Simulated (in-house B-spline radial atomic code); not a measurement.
Computed with a B-spline radial atomic code. Model: two electrons, singlet ground state, non-relativistic, full CI in B-splines with partial waves to l = 8 (at full coupling up to 3e-4 hartree above the limit, correlation up to 0.6 % small), density held at that of full coupling by Lieb maximisation.

Along the adiabatic connection the electron repulsion is scaled by a coupling λ while a local potential keeps the density fixed. At λ = 0 the system is the Kohn-Sham one and W equals the exchange energy; the exchange-correlation energy is the area under W between 0 and 1. The kinetic energy rises with λ as the electrons avoid each other, with dT/dλ = −λ dW/dλ.

Command:
```bash
python run_ac.py task.json out
```
Settings (lengths in bohr, energies in hartree):
```
potential              coulomb
strength               8.6
lmax                   8
wall_radius            3.28
```

Cost of the run: 11 s on 1 thread of Intel(R) Xeon(R) Processor @ 2.30GHz, with other jobs on the host.

**W = mean repulsion less Hartree energy, and W of three functionals.**

Given: confinement point charge; nuclear charge 8.6; hard wall radius 3.28 bohr; external potential -Z/r.

Computed: LDA exchange minus exact 729.49 millihartree; SCAN exchange minus exact -4.0714 millihartree.

```json
{"coupling": "0", "W xc (hartree)": "-5.1524", "W xc minus exchange (millihartree)": "0", "kinetic minus Kohn-Sham (millihartree)": "0", "LDA (PW92) W minus its exchange (millihartree)": "0", "PBE W minus its exchange (millihartree)": "0", "SCAN W minus its exchange (millihartree)": "0"}
{"coupling": "0.02", "W xc (hartree)": "-5.1542", "W xc minus exchange (millihartree)": "-1.864", "kinetic minus Kohn-Sham (millihartree)": "0", "LDA (PW92) W minus its exchange (millihartree)": "-15.81", "PBE W minus its exchange (millihartree)": "-1.89", "SCAN W minus its exchange (millihartree)": "-1.85"}
{"coupling": "0.05", "W xc (hartree)": "-5.157", "W xc minus exchange (millihartree)": "-4.654", "kinetic minus Kohn-Sham (millihartree)": "0.1", "LDA (PW92) W minus its exchange (millihartree)": "-33.92", "PBE W minus its exchange (millihartree)": "-4.74", "SCAN W minus its exchange (millihartree)": "-4.6"}
{"coupling": "0.12", "W xc (hartree)": "-5.1635", "W xc minus exchange (millihartree)": "-11.134", "kinetic minus Kohn-Sham (millihartree)": "0.7", "LDA (PW92) W minus its exchange (millihartree)": "-68.72", "PBE W minus its exchange (millihartree)": "-11.42", "SCAN W minus its exchange (millihartree)": "-10.96"}
{"coupling": "0.25", "W xc (hartree)": "?", "W xc minus exchange (millihartree)": "?", "kinetic minus Kohn-Sham (millihartree)": "?", "LDA (PW92) W minus its exchange (millihartree)": "?", "PBE W minus its exchange (millihartree)": "?", "SCAN W minus its exchange (millihartree)": "?"}
{"coupling": "0.4", "W xc (hartree)": "-5.189", "W xc minus exchange (millihartree)": "-36.66", "kinetic minus Kohn-Sham (millihartree)": "7.3", "LDA (PW92) W minus its exchange (millihartree)": "-172.88", "PBE W minus its exchange (millihartree)": "-38.31", "SCAN W minus its exchange (millihartree)": "-35.63"}
{"coupling": "0.6", "W xc (hartree)": "-5.2069", "W xc minus exchange (millihartree)": "-54.515", "kinetic minus Kohn-Sham (millihartree)": "16.2", "LDA (PW92) W minus its exchange (millihartree)": "-232.2", "PBE W minus its exchange (millihartree)": "-57.43", "SCAN W minus its exchange (millihartree)": "-52.69"}
{"coupling": "0.8", "W xc (hartree)": "-5.2244", "W xc minus exchange (millihartree)": "-72.063", "kinetic minus Kohn-Sham (millihartree)": "28.5", "LDA (PW92) W minus its exchange (millihartree)": "-284.66", "PBE W minus its exchange (millihartree)": "-76.39", "SCAN W minus its exchange (millihartree)": "-69.33"}
{"coupling": "1", "W xc (hartree)": "?", "W xc minus exchange (millihartree)": "?", "kinetic minus Kohn-Sham (millihartree)": "?", "LDA (PW92) W minus its exchange (millihartree)": "?", "PBE W minus its exchange (millihartree)": "?", "SCAN W minus its exchange (millihartree)": "?"}
{"coupling": "1.4", "W xc (hartree)": "-5.2753", "W xc minus exchange (millihartree)": "-122.94", "kinetic minus Kohn-Sham (millihartree)": "84.3", "LDA (PW92) W minus its exchange (millihartree)": "-416.79", "PBE W minus its exchange (millihartree)": "-131.91", "SCAN W minus its exchange (millihartree)": "-117.12"}
{"coupling": "2", "W xc (hartree)": "-5.3237", "W xc minus exchange (millihartree)": "-171.33", "kinetic minus Kohn-Sham (millihartree)": "166.5", "LDA (PW92) W minus its exchange (millihartree)": "-525.42", "PBE W minus its exchange (millihartree)": "-185.09", "SCAN W minus its exchange (millihartree)": "-162.11"}
{"coupling": "3", "W xc (hartree)": "-5.3993", "W xc minus exchange (millihartree)": "-246.88", "kinetic minus Kohn-Sham (millihartree)": "354.8", "LDA (PW92) W minus its exchange (millihartree)": "-675.41", "PBE W minus its exchange (millihartree)": "-268.45", "SCAN W minus its exchange (millihartree)": "-231.83"}
{"coupling": "4.5", "W xc (hartree)": "-5.502", "W xc minus exchange (millihartree)": "-349.61", "kinetic minus Kohn-Sham (millihartree)": "738.6", "LDA (PW92) W minus its exchange (millihartree)": "-855.76", "PBE W minus its exchange (millihartree)": "-381.91", "SCAN W minus its exchange (millihartree)": "-326.14"}
{"coupling": "7", "W xc (hartree)": "-5.6497", "W xc minus exchange (millihartree)": "-497.28", "kinetic minus Kohn-Sham (millihartree)": "1582.1", "LDA (PW92) W minus its exchange (millihartree)": "-1087.2", "PBE W minus its exchange (millihartree)": "-545.06", "SCAN W minus its exchange (millihartree)": "-461.79"}
{"coupling": "10", "W xc (hartree)": "-5.7962", "W xc minus exchange (millihartree)": "-643.84", "kinetic minus Kohn-Sham (millihartree)": "2820.6", "LDA (PW92) W minus its exchange (millihartree)": "-1298.1", "PBE W minus its exchange (millihartree)": "-707.63", "SCAN W minus its exchange (millihartree)": "-597.69"}
```

(1) What belongs in the row 0.25?

(2) What belongs in the row 1?

(3) What is the PBE exchange minus exact?

**Energy parts, natural occupations and partial-wave weights.**

Computed: total energy -68.7414 hartree; correlation energy -0.045305 hartree; kinetic part of the DFT correlation energy 0.044008 hartree; initial slope twice GL2 -0.093277 hartree; kinetic part over minus potential part 0.49274; Hartree energy 10.305 hartree; Kohn-Sham kinetic 68.697 hartree.

```tsv
natural	occupation of the shell (electrons)
s	1.9993
p	?
s	0.00025993
d	2.3276e-05
p	1.6116e-05
s	6.2854e-06
```

(4) What belongs in the row p?

```csv
wave,weight
s,0.99977
p,0.00021789
d,?
f,1.9539e-06
g,4.6818e-07
```

(5) What belongs in the row d?

(6) What is the Lieb Oxford ratio E_xc over LDA exchange?

(7) What is the exchange energy?

Results:

(1) W xc (hartree): -5.1754; W xc minus exchange (millihartree): -23.064; kinetic minus Kohn-Sham (millihartree): 2.9; LDA (PW92) W minus its exchange (millihartree): -121.52; PBE W minus its exchange (millihartree): -23.9; SCAN W minus its exchange (millihartree): -22.54.

(2) W xc (hartree): -5.2417; W xc minus exchange (millihartree): -89.313; kinetic minus Kohn-Sham (millihartree): 44; LDA (PW92) W minus its exchange (millihartree): -332.22; PBE W minus its exchange (millihartree): -95.14; SCAN W minus its exchange (millihartree): -85.6.

(3) 99.779 millihartree.

(4) occupation of the shell (electrons): 0.00041798.

(5) weight: 1.3097e-05.

(6) 1.1752.

(7) -5.1524 hartree.

Half-way to full coupling W has made 51 % of its drop, against 50 % for a straight line, and second-order (GL2) theory, half the initial slope, overshoots the correlation energy by about 3 %: correlation is weak here. Over couplings 0 to 1 the errors in E_xc come to about +582 millihartree for LDA, +97 millihartree for PBE, -2.5 millihartree for SCAN, so SCAN is nearest. In LDA and PBE and SCAN the errors of exchange and correlation have opposite signs, so the sum is smaller than the larger of the two.
